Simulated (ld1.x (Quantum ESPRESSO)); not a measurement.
## Before and after: PAW potential for Ta (Z = 73)

ld1.x (Quantum ESPRESSO) 7.5 input, shortened:

```
&input
   title='Ta', zed=73., rel=1, dft='PBESOL', iswitch=3,
   config='[Xe] 4f14 5d3 6s1.5 6p0'
 /
 &inputp
   pseudotype=3, lpaw=.true., tm=.true., lloc=-1, rcloc=3.50,
   nlcc=.true., rcore=1.80,
   which_augfun='BG', rmatch_augfun=2.65
 /
6
6S  1  0   1.50   0.00  2.40  2.80  0.0
6S  1  0   0.00   1.15  2.40  2.80  0.0
6P  2  1   0.00   0.00  2.80  3.65  0.0
6P  2  1   0.00   0.25  2.80  3.65  0.0
5D  3  2   3.00   0.00  2.45  3.10  0.0
5D  3  2   0.00   3.95  2.45  3.10  0.0
 &test
   configts(1)='5d3 6s1.5 6p0'
 /
```

All-electron outer shells of the reference configuration (PBEsol, scalar-relativistic, ld1.x):

```csv
shell,level (eV),outermost node (bohr),outermost maximum (bohr)
4f,-28.19,–,0.44
6s,-8.48,1.32,2.71
5d,-6.95,0.65,1.58
6p,-3.87,1.59,3.61
```

Change: wave 6s channel at 1.15 Ry: rcut 2.40, rcutus 2.80 bohr becomes 6s channel at 4.43 Ry: rcut 2.40, rcutus 2.80 bohr.

Cutoffs: the cutoffs (Ry, on a coarse ladder) from which the occupation-weighted sum of valence levels, in a spherical-Bessel basis at the reference potential, stays within 10 and 1 mRy of its value at 400 Ry; they do not see the model core or the augmentation charge, which bear on the density cutoff. Errors are all-electron minus pseudo energies relative to the spin-unpolarised reference configuration.

**Question.** Predict the effect on cutoff, ghosts and configuration errors.

**Answer.** Both files are so soft that the ladder of cutoffs tells neither apart; of the 7 tests that both files solve, the error grows in 0 and shrinks in 1 by more than 15 % and 0.3 meV (median size 6.7 → 6.7 meV); neither file shows a bound ghost.

```csv
quantity,base,changed
"cutoff, loose",10 Ry,10 Ry
"cutoff, tight",12 Ry,12 Ry
bound ghosts,none,none
"error for 5d3 6s2 6p0, meV [ΔE -3.48 eV]",+0.9,+0.9
"error for 5d3 6s1 6p0, meV [ΔE 5.03 eV]",-2.6,-2.6
"error for 5d3 6s0 6p0, meV [ΔE 20.00 eV]",-26,-26
"error for 5d3.5 6s1.5 6p0, meV [ΔE -2.49 eV]",-7.6,-7.1
"error for 5d2 6s2 6p1, meV [ΔE -0.44 eV]",-30,-25
"error for 5d3 6s1 6p1, meV [ΔE 0.74 eV]",-0.6,-0.6
"error for 5d3 6s0 6p2, meV [ΔE 5.19 eV]",-6.7,-6.7
s: phases at 3.97 bohr within 0.05 rad from the reference energy up to (Ry; the scan ends near 5),4.4,to the end of the scan
p: phases at 3.97 bohr within 0.05 rad from the reference energy up to (Ry; the scan ends near 5),1.7,1.7
d: phases at 3.97 bohr within 0.05 rad from the reference energy up to (Ry; the scan ends near 5),0.4,0.4
lowest overlap eigenvalue by channel,"s 0.49, p 0.56, d 0.80","s 0.47, p 0.56, d 0.80"
```

Base: ld1.x warns that Blöchl-style (BG) augmentation functions are not a good idea. Changed file: ld1.x warns that Blöchl-style (BG) augmentation functions are not a good idea.
